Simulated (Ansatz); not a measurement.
`[NH2][Al]([NH2])[F]` + HBr → `[NH2][Al]([F])[Br]` + NH₃  (ligand exchange at the Al–N bond)

Calculated with Ansatz (gas phase, PBE0-D4/def2-TZVP geometries, no zero-point term in ΔE). CBS: MP2 limit from def2 TZ/QZ plus the TZ coupled-cluster correction, frozen cores. This one scheme is used for every species. Functionals use def2-TZVPP. For Br outer-core shells are correlated without core-valence functions, which leaves a few kJ/mol of doubt a bond. Scalar relativity is left out up to krypton. One conformer a species, not always the lowest.

| level | ΔE (kJ/mol) |
| --- | --- |
| LDA (SPW92) | -68.2 |
| revPBE | -77.6 |

(1) What does CCSD(T)/CBS give? (Estimate.)

Largest T1 diagnostic among the species: 0.010.

## Answers

(1) Ansatz gave: -76.4 kJ/mol. The listed levels differ from it by 8.2, -1.2 kJ/mol.

Leaving LDA and LC-ωPBE aside and taking each functional with its dispersion term where it has one, the values, not all of them listed here, spread over 10.8 kJ/mol, from PBE-QIDH to CAM-B3LYP-D4. LDA lies +7.3 kJ/mol from PBE without D4. From BLYP to BHLYP (50 % exact exchange), in def2-TZVPP and without D4, ΔE moves by −5.7 kJ/mol. In def2-TZVPP, CCSD(T) changes the Hartree–Fock value by +7.6 kJ/mol (the triples alone add −0.2 kJ/mol) and MP2 by +4.4 kJ/mol.
